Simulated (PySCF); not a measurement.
# Gas-phase thermal properties of GaH3.NH3

Computed with PySCF (xtb for GFN2) and rigid-rotor harmonic-oscillator thermochemistry at 1 bar. 6-31G* has spherical d functions here. All species are closed-shell singlets. B3LYP is the form with VWN-RPA correlation. Ga: all electrons, no relativistic terms. Adducts (GaH3.NH3) have no counterpoise correction, and HF, PBE, BLYP, B3LYP and PBE0 lack dispersion. GaH3.NH3: computed as isolated molecules; such fragments, hydroxides, amides, oligomers or adducts are transient or little studied in the gas. The harmonic model lacks anharmonicity and excited electronic states, which grow with temperature; levels with a mode under 35 cm⁻¹ are left out. Soft modes under 120 cm⁻¹ make the harmonic entropy rough for GaH3.NH3.

```json
[
 {"level": "B3LYP/6-31G*", "point group": "C3v", "σ": "3", "ZPE (kJ/mol)": "153.7", "S°298 (J/mol/K)": "284.2", "Cp298 (J/mol/K)": "79.0", "S°1000 (J/mol/K)": "415.3", "H1000 − H298 (kJ/mol)": "80.2"},
 {"level": "GFN2-xTB", "point group": "C3v", "σ": "3", "ZPE (kJ/mol)": "141.4", "S°298 (J/mol/K)": "287.1", "Cp298 (J/mol/K)": "84.2", "S°1000 (J/mol/K)": "424.1", "H1000 − H298 (kJ/mol)": "83.6"},
 {"level": "HF/6-31G*", "point group": "C3v", "σ": "3", "ZPE (kJ/mol)": "162.9", "S°298 (J/mol/K)": "283.4", "Cp298 (J/mol/K)": "76.2", "S°1000 (J/mol/K)": "410.8", "H1000 − H298 (kJ/mol)": "78.1"},
 {"level": "PBE/def2-SVP", "point group": "C3v", "σ": "3", "ZPE (kJ/mol)": "149.3", "S°298 (J/mol/K)": "284.5", "Cp298 (J/mol/K)": "80.3", "S°1000 (J/mol/K)": "417.7", "H1000 − H298 (kJ/mol)": "81.5"},
 {"level": "PBE0/def2-TZVP", "point group": "C3v", "σ": "3", "ZPE (kJ/mol)": "154.3", "S°298 (J/mol/K)": "283.7", "Cp298 (J/mol/K)": "78.9", "S°1000 (J/mol/K)": "414.8", "H1000 − H298 (kJ/mol)": "80.2"}
]
```
σ: rotational symmetry number. Electronic degeneracy used: 1. Frequencies are unscaled.
